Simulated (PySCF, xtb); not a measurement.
Mg(I)(Et) (C₂H₅IMg), SMILES C[CH2][Mg][I]. Other conformers were not sampled.

Harmonic wavenumbers (cm⁻¹) from xtb with GFN2-xTB at its own minimum, in rising order: 41, 47, 205, 225, 271, 473, 557, 924, 975, 1053, 1181, 1232, 1412, 1475, 1487, 1503, 2923, 2930, 2942, 2950, 2960.

Question: What does B3LYP-D3(BJ)/def2-SVP (PySCF) give at its own minimum? (The exact figures need the calculation; the answer reports its results.)

Answer: 67, 94, 192, 229, 277, 549, 559, 913, 947, 1010, 1168, 1241, 1395, 1432, 1471, 1483, 2997, 3008, 3049, 3062, 3084. Paired by order, the mean absolute difference is 41 cm⁻¹ and the zero-point energies are 39.7 and 40.4 kcal/mol.
